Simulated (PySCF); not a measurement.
A structure optimised at PBE-D3(BJ)/def2-SVP, used in a PySCF frequency run:

```xyz
13

Si     0.9385     0.5097     0.0000
F      1.9283    -0.8087     0.0000
N     -0.7493     0.1444     0.0000
C     -1.4732    -0.1613    -1.2212
C     -1.4732    -0.1613     1.2212
H      1.2461     1.2545     1.2624
H      1.2461     1.2545    -1.2624
H     -0.8842     0.1422    -2.1097
H     -1.7034    -1.2490    -1.3220
H     -2.4438     0.3858    -1.2560
H     -1.7034    -1.2490     1.3220
H     -0.8842     0.1422     2.1097
H     -2.4438     0.3858     1.2560
```

Q: Write its SMILES, formula and point group.

A: CN(C)[SiH2]F, C2H8FNSi, Cs

Q: What are its rotational constants (standard atomic weights)?

A: 6.1864, 2.4740, 2.1783 GHz
